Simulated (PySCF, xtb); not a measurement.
Cd(Me)(OH) (CH₄CdO), SMILES [CH3][Cd][OH].

GFN2-xTB run with xtb at its own geometry gives an orbital gap of 3.66 eV and a dipole moment of 3.53 D.

The structure is a stationary point at PBE0-D3(BJ)/def2-TZVP. The def2 effective core potentials stand for the cores of Cd; spin–orbit coupling is left out. One conformer was computed; it need not be the lowest.

### Question
What does PySCF with M06-2X/def2-TZVPD give? (Estimate from the structure and the level; the computed values follow.)

### Answer
gap 8.74 eV (levels -9.00 and -0.27 eV), dipole 2.34 D.
